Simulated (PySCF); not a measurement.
# Yb⁴⁵⁺ (ytterbium, charge +45) across methods

[Ar] 3d7, high-spin 4F determinant. Computed with PySCF 2.14 in an uncontracted even-tempered set (16 s from 9.2 bohr⁻², ratio 2.5; 11 p from 12 bohr⁻², ratio 2.5; 8 d from 12 bohr⁻², ratio 2.5; 4 f from 49 bohr⁻², ratio 2.7; 3 g from 74 bohr⁻², ratio 2.7), with the non-relativistic Hamiltonian (point nucleus).

| method | E (hartree) | mean ε 3p β (eV) | mean ε 3d α (eV) | mean ε 3d β (eV) | Σ⟨r²⟩ (bohr²) | ⟨S²⟩ |
| --- | --- | --- | --- | --- | --- | --- |
| MN15 | -11858.49 | -4054.0 | -3770.6 | -3747.2 | 0.7823 | 3.750 |
| PBE0 | -11856.02 | -4066.3 | -3786.2 | -3770.3 | 0.7811 | 3.750 |
| B3LYP | -11856.34 | -4063.0 | -3782.8 | -3767.4 | 0.7811 | 3.750 |
| PBE | -11855.74 | -4049.9 | -3769.0 | -3754.4 | 0.7813 | 3.750 |
| UHF | -11855.47321 | -4113.0 | -3836.0 | -3816.1 | 0.7807 | 3.750 |
| LDA | -11847.89 | -4048.8 | -3768.3 | -3752.1 | 0.7817 | 3.750 |
| r2SCAN | -11856.65 | -4056.3 | -3775.4 | -3760.4 | 0.7809 | 3.750 |

A non-relativistic calculation at this Z misses sizeable relativistic shifts. Spin-orbit coupling is strong in this species (close to jj coupling), so the high-spin LS determinant is a model state, not a physical level.
